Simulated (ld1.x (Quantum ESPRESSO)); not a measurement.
lanthanum: one change to a TM potential, before and after

* Element: La
* Generator: ld1.x (Quantum ESPRESSO) 7.5
* Type: norm-conserving Troullier–Martins (Kleinman–Bylander form)
* Functional: LDA (PZ)
* Relativity: scalar-relativistic
* Frozen core: [Xe]
* Valence charge: 3
* Reference configuration: 4f0 5d1 6s1 6p0 (charge +1)
* Partial waves: 6s (bound): rc 3.90 bohr; 6p (bound, empty): rc 3.35 bohr; 5d (bound): rc 3.10 bohr; 4f (bound, empty): rc 1.30 bohr
* Local potential: all-electron potential smoothed inside 3.15 bohr (lloc = -2)
* Core correction: none

Change: wave 5d (bound): rc 3.10 bohr becomes 5d (bound): rc 4.36 bohr.

Cutoffs: the cutoffs (Ry, on a coarse ladder) from which the occupation-weighted sum of valence levels, in a spherical-Bessel basis at the reference potential, stays within 10 and 1 mRy of its value at 400 Ry; they do not see the model core or the augmentation charge, which bear on the density cutoff. Errors are all-electron minus pseudo energies relative to the spin-unpolarised reference configuration.

Q: Predict the effect on cutoff, ghosts and configuration errors.

A: The potential gets softer (10 Ry and 15 Ry → 8 Ry and 10 Ry); both files keep a bound ghost (s); of the 8 tests that both files solve, the error grows in 1 and shrinks in 0 by more than 15 % and 0.3 meV (median size 66.3 → 74.9 meV). A larger radius leaves more room for a smooth pseudo-wave, so fewer plane waves are needed.

```tsv
quantity	base	changed
cutoff, loose	10 Ry	8 Ry
cutoff, tight	15 Ry	10 Ry
loose cutoff by channel (10 mRy a level)	s 6 Ry, d 10 Ry	s 6 Ry, d 8 Ry
bound ghosts	s	s
tests counted (converged, no solver errors)	8 of 9	8 of 9
error for 4f0 5d1 6s2 6p0, meV [ΔE -6.16 eV]	+30	+29
error for 4f0 5d1 6s0 6p0, meV [ΔE 11.15 eV]	+73	+67
error for 4f0 5d1 6s1.5 6p0, meV [ΔE -3.68 eV]	+9.9	+9.3
error for 4f0 5d0 6s2 6p0, meV [ΔE 0.36 eV]	+180	+196
error for 4f0 5d1 6s0 6p1, meV [ΔE 3.06 eV]	+25	+24
error for 4f0 5d2 6s0 6p0, meV [ΔE 0.15 eV]	+59	+83
error for 4f0 5d1 6s1 6p0 (spin-polarised), meV [ΔE -0.43 eV]	+423	+422
error for 4f0 5d1 6s2 6p0 (spin-polarised), meV [ΔE -6.26 eV]	+210	+203
```

Base: The cutoffs count occupied waves only; the empty 4f level needs 160 Ry at the loose tolerance. Tests not counted: 4f1 5d1 6s0 6p0 (solver errors, printed error +1.7 eV). Changed file: The cutoffs count occupied waves only; the empty 4f level needs 160 Ry at the loose tolerance. Tests not counted: 4f1 5d1 6s0 6p0 (solver errors, printed error -16.8 eV). A true bound ghost makes a file unfit for plane-wave use even where its test errors are small: the radial tests pick states by their node count and pass the ghost by. Where a test does run into it, the solver fails or the error is huge.
